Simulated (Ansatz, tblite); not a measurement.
Forces on Ru₃ at its r2SCAN-D4/def2-TZVP geometry. Charge 0, multiplicity 1.

In the def2 sets Ru takes a core potential; there is no spin–orbit coupling. The xTB rows come from tblite. At PBE-D4/def2-TZVP the restricted singlet is unstable: a solution with broken spin symmetry lies lower. The order of the spin states hangs on the level: the triplet lies 2.04 eV below the singlet at PBE0-D4/def2-TZVP, but 0.72 eV above it at GFN1-xTB. Another isomer (singlet) lies 0.18 eV lower at PBE-D4/def2-TZVP.

GFN1-xTB (tblite), largest force 2.66 eV/Å:

```xyz
3
positions Å, forces eV/Å
Ru    0.364    1.104   -0.599    0.738    2.235   -1.216
Ru    0.162   -0.127    1.291    0.333   -0.254    2.629
Ru   -0.527   -0.976   -0.692   -1.070   -1.980   -1.412
```

GFN2-xTB (tblite), largest force 3.55 eV/Å:

```
Ru 0.989 2.995 -1.626
Ru 0.440 -0.346 3.502
Ru -1.430 -2.650 -1.876
```

PBE-D4/def2-TZVP (Ansatz), largest force 0.68 eV/Å:

```
Ru 0.189 0.572 -0.312
Ru 0.086 -0.065 0.675
Ru -0.274 -0.508 -0.363
```
